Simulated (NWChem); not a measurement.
Molecule: C₂H₄AlBr; SMILES [Br][AlH][CH]=C

```xyz
8

Al    -0.6344    -0.6576     0.0000
H     -2.1965    -0.8980     0.0000
Br     0.1142     1.4977     0.0000
C      0.6274    -2.1257     0.0000
C      0.1718    -3.3915     0.0000
H      1.7092    -1.9822     0.0000
H      0.8336    -4.2590     0.0000
H     -0.8929    -3.6274     0.0000
```
Atoms are numbered in this order, from 1.

Results from NWChem. Pople sets run with spherical d functions. All runs use the structure optimised with B3LYP/6-31G* (spherical d). Total energies compare along this basis series because the functional is fixed.

| level | basis functions | energy (Ha) | highest occupied level (eV) | orbital gap (eV) | dipole (D) |
|---|---|---|---|---|---|
| B3LYP/STO-3G | 41 | -2863.2132 | -4.31 | 6.38 | 2.05 |
| B3LYP/3-21G | 61 | -2881.1256 | -7.50 | 5.66 | 2.52 |
| B3LYP/6-31G* | 86 | -2894.9652 | -7.73 | 5.93 | 2.51 |
| B3LYP/6-311G** | 130 | -2895.2856 | -7.84 | 5.91 | 2.36 |
